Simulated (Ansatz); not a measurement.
H2GeO, SMILES `[OH][GeH]` (excited triplet; H–O–Ge–H torsion 102°) (charge 0, multiplicity 3). This triplet is an excited state, 1.85 eV above the relaxed singlet at the level frozen-core CCSD(T)/cc-pVTZ // B3LYP-D3(BJ)/def2-TZVP (Ansatz, a program for electronic structure).

Z-matrix (Å, degrees):
```
Ge
O 1 1.8049
H 2 0.9646 1 112.22
H 1 1.5738 2 113.64 3 102.42
```
Charge 0, spin multiplicity 3.

Frozen-core energies in cc-pVDZ from Ansatz at a geometry from B3LYP-D3(BJ)/def2-TZVP; the HF reference has <S^2> = 2.01 and the T1 diagnostic is 0.017.

```
level  energy (Ha)
-----  -----------
HF     -2151.30843
MP2    -2151.58137
CCSD   -2151.59968
```

Q: Estimate the energies of CCSD(T), CCSDT and CCSDT(Q), and give each level's difference from CCSDT(Q).

A: 
```tsv
level	energy (Ha)	difference from CCSDT(Q) (mHa)
MP2	-2151.58137	27.56
CCSD	-2151.59968	9.25
CCSD(T)	-2151.60739	1.54
CCSDT	-2151.60807	0.86
CCSDT(Q)	-2151.60893	0.00
```
